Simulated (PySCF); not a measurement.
Candidates: BF₃, BCl₃, BBr₃, BI₃. Level: PBE in the def2-TZVP basis family, computed in PySCF with density fitting; scalar-relativistic core potentials for atoms from Rb on, none lighter, no spin–orbit coupling; open shells unrestricted.

One of them gave a singlet of D3h symmetry with wavenumbers 99 (×2), 188, 306, 685 (×2) cm⁻¹ and a HOMO–LUMO gap of 3.01 eV.

Which molecule is it?
A. BCl₃
B. BI₃
C. BBr₃
D. BF₃

B. That is BI₃, with B–I 2.126 Å (×3). The others give BF₃ 1.325 Å and 1412 cm⁻¹ for the highest mode; BCl₃ 1.748 Å and 932 cm⁻¹ for the highest mode; BBr₃ 1.910 Å and 797 cm⁻¹ for the highest mode.

Each species is the lowest minimum found with this bonding; other isomers or fragments can lie lower.
